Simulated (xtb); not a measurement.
xtb input (GFN2-xTB):

```bash
xtb mol.xyz --gfn 2 --ohess tight --chrg -1 --uhf 0
```
mol.xyz:
```
6

Si    -0.37817771    -0.03444026     0.01818004
O     -0.71374335     1.57888782    -0.40861002
O      1.23012092    -0.42495493    -0.44117521
H     -1.34798331    -0.93540168    -0.73359539
H     -0.56638770    -0.24789510     1.45440261
H      1.77542415     0.16028355     0.13117754
```

Output:

```
           -------------------------------------------------
          |                Calculation Setup                |
           -------------------------------------------------

           -------------------------------------------------
          |                 G F N 2 - x T B                 |
           -------------------------------------------------

        Reference                      10.1021/acs.jctc.8b01176
      * Hamiltonian:
        H0-scaling (s, p, d)           1.850000    2.230000    2.230000
        zeta-weighting                 0.500000
      * Dispersion:
        s8                             2.700000
        a1                             0.520000
        a2                             5.000000
        s9                             5.000000
      * Repulsion:
        kExp                           1.500000    1.000000
        rExp                           1.000000
      * Coulomb:
        alpha                          2.000000
        third order                    shell-resolved
        anisotropic                    true
        a3                             3.000000
        a5                             4.000000
        cn-shift                       1.200000
        cn-exp                         4.000000
        max-rad                        5.000000

          ...................................................
          :                      SETUP                      :
          :.................................................:
          :  # basis functions                  21          :
          :  # atomic orbitals                  20          :
          :  # shells                           10          :
          :  # electrons                        20          :
          :  max. iterations                   250          :
          :  Hamiltonian                  GFN2-xTB          :
          :  restarted?                      false          :
          :  GBSA solvation                  false          :
          :  PC potential                    false          :
          :  electronic temp.          300.0000000     K    :
          :  accuracy                    1.0000000          :
          :  -> integral cutoff          0.2500000E+02      :
          :  -> integral neglect         0.1000000E-07      :
          :  -> SCF convergence          0.1000000E-05 Eh   :
          :  -> wf. convergence          0.1000000E-03 e    :
          :  Broyden damping             0.4000000          :
          :  net charge                         -1          :
          :  unpaired electrons                  0          :
          ...................................................

 iter      E             dE          RMSdq      gap      omega  full diag
   1    -11.6018650 -0.116019E+02  0.807E+00    8.15       0.0  T
   2    -11.6894889 -0.876239E-01  0.784E+00    5.35       1.0  T
   3    -11.7040702 -0.145813E-01  0.583E+00    6.01       1.0  T
   4    -11.6754646  0.286056E-01  0.373E+00    5.39       1.0  T
   5    -11.6912798 -0.158151E-01  0.183E+00    7.05       1.0  T
   6    -11.7062443 -0.149645E-01  0.216E-01    6.41       1.0  T
[...]
           -------------------------------------------------

      molecular mass/u    :       63.1081308
   center of mass at/Å    :       -0.0431466       0.2892879      -0.0554229
  moments of inertia/u·Å² :        0.1981623E+02   0.6392062E+02   0.7809994E+02
rotational constants/cm⁻¹ :        0.8506982E+00   0.2637276E+00   0.2158469E+00

 * 4 selected distances

     #   Z          #   Z                                           value/Å
     1  14 Si       2   8 O                                       1.5376381 (max)
     1  14 Si       4   1 H                                       1.5027268
     1  14 Si       5   1 H                                       1.5011453
     3   8 O        6   1 H                                       0.9522491 (min)

 * 3 distinct bonds (by element types)

   Z      Z             #   av. dist./Å        max./Å        min./Å
   1 H    8 O           1     0.9522491     0.9522491     0.9522491
   1 H   14 Si          2     1.5019360     1.5027268     1.5011453
   8 O   14 Si          1     1.5376381     1.5376381     1.5376381

           -------------------------------------------------
          |               Frequency Printout                |
           -------------------------------------------------
 projected vibrational frequencies (cm⁻¹)
eigval :       -0.00    -0.00     0.00     0.00     0.00     0.00
eigval :      124.35   306.62   600.53   660.04   665.59   805.16
eigval :      904.94   938.97  1249.60  1788.50  1910.47  3718.97
 reduced masses (amu)
   1: 12.09   2: 19.01   3: 18.96   4: 18.89   5: 18.91   6: 17.81   7:  2.80   8: 17.05
   9:  9.07  10: 15.34  11:  5.07  12:  4.01  13:  1.43  14:  3.13  15: 20.35  16:  1.97
  17:  1.55  18:  1.89
 IR intensities (km·mol⁻¹)
   1:  0.57   2:  7.03   3: 14.44   4: 15.61   5:  9.26   6:  6.07   7: 74.29   8: 46.52
   9:317.13  10:146.57  11: 39.30  12:291.64  13:195.72  14:181.20  15:353.30  16:995.05
Molecule has the following symmetry elements: (sigma)
It seems to be the Cs point group
  17:448.88  18:  6.44
 Raman intensities (Ä⁴*amu⁻¹)
   1:  0.00   2:  0.00   3:  0.00   4:  0.00   5:  0.00   6:  0.00   7:  0.00   8:  0.00
   9:  0.00  10:  0.00  11:  0.00  12:  0.00  13:  0.00  14:  0.00  15:  0.00  16:  0.00
  17:  0.00  18:  0.00
 output can be read by thermo (or use thermo option).
 writing <g98.out> molden fake output.
 recommended (thermochemical) frequency scaling factor: 1.0
           -------------------------------------------------
          |             Thermodynamic Functions             |
           -------------------------------------------------

cs  symmetry found (for desy threshold:  0.10E+00) used in thermo

          ...................................................
          :                      SETUP                      :
          :.................................................:
          :  # frequencies                          12      :
          :  # imaginary freq.                       0      :
          :  linear?                             false      :
          :  only rotor calc.                    false      :
          :  symmetry                               cs      :
          :  rotational number                       1      :
          :  scaling factor                  1.0000000      :
          :  rotor cutoff                   50.0000000 cm⁻¹ :
          :  imag. cutoff                  -20.0000000 cm⁻¹ :
          :.................................................:

    mode    ω/cm⁻¹     T·S(HO)/kcal·mol⁻¹    T·S(FR)/kcal·mol⁻¹   T·S(vib)
   ------------------------------------------------------------------------
       1    124.35    -0.90386 ( 97.45%)    -0.78590 (  2.55%)    -0.90085
   ------------------------------------------------------------------------

   temp. (K)  partition function   enthalpy   heat capacity  entropy
                                   cal/mol     cal/K/mol   cal/K/mol   J/K/mol
 298.15  VIB   3.46                 1073.241      8.203      6.057
         ROT  0.240E+05              888.752      2.981     23.026
         INT  0.831E+05             1961.994     11.184     29.083
         TR   0.485E+27             1481.254      4.968     38.328
         TOT                        3443.2474    16.1520    67.4114   282.0493

       T/K    H(0)-H(T)+PV         H(T)/Eh          T*S/Eh         G(T)/Eh
   ------------------------------------------------------------------------
    298.15    0.548716E-02    0.366382E-01    0.320293E-01    0.460888E-02
   ------------------------------------------------------------------------

         :::::::::::::::::::::::::::::::::::::::::::::::::::::
         ::                  THERMODYNAMIC                  ::
         :::::::::::::::::::::::::::::::::::::::::::::::::::::
         :: total free energy         -11.689952376170 Eh   ::
         ::.................................................::
         :: total energy              -11.694561257067 Eh   ::
         :: zero point energy           0.031151052733 Eh   ::
         :: G(RRHO) w/o ZPVE           -0.026542171836 Eh   ::
         :: G(RRHO) contrib.            0.004608880897 Eh   ::
         :::::::::::::::::::::::::::::::::::::::::::::::::::::

optimized geometry written to: xtbopt.xyz

           -------------------------------------------------
          | TOTAL ENERGY              -11.694561257067 Eh   |
          | TOTAL ENTHALPY            -11.657923040255 Eh   |
          | TOTAL FREE ENERGY         -11.689952376170 Eh   |
          | GRADIENT NORM               0.000252636624 Eh/α |
          | HOMO-LUMO GAP               7.558238582044 eV   |
           -------------------------------------------------

------------------------------------------------------------------------
------------------------------------------------------------------------
 total:
 SCF:
Note: The following floating-point exceptions are signalling: IEEE_DENORMAL
normal termination of xtb
 ANC optimizer:
 analytical hessian:
```

It need not be the lowest isomer of its formula. Whether it binds its extra electron was not tested at this geometry.
